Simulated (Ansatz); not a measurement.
```yaml
crystal:
  periodic: [false, false, false]
  atoms:
    - {symbol: C, position_ang: [-0.888470, -0.952736, -0.240571]}
    - {symbol: Mo, position_ang: [0.760398, 0.500130, 0.062650]}
    - {symbol: O, position_ang: [1.844302, -0.441197, 0.649791]}
    - {symbol: S, position_ang: [0.199783, 1.851852, 1.807567]}
    - {symbol: Cl, position_ang: [1.203443, 1.600929, -1.447613]}
    - {symbol: H, position_ang: [-2.043180, 0.175308, -0.129385]}
    - {symbol: H, position_ang: [-1.060276, -1.360653, 0.670731]}
    - {symbol: H, position_ang: [-0.759420, -1.391341, -0.873350]}
basis:
  gaussian: {orbitals: def2-TZVPD}
hamiltonian: {xc: {name: HF}}
correlation: {method: mp2, frozen_orbitals: {C: 9}}
output: {forces: true}
```

```sh
$ ansatz run in.yaml --threads 4 --pin off --events-out ev --progress --plain --max-ram 10444MiB
```

Output, abridged:

```
Functional definition: HF
Error: "frozen_orbitals" has no count for Mo
```

Task: Something in this input is off. What?

Result: Frozen orbitals are typed for one element alone, and the program wants a count for each. The program refused the input.
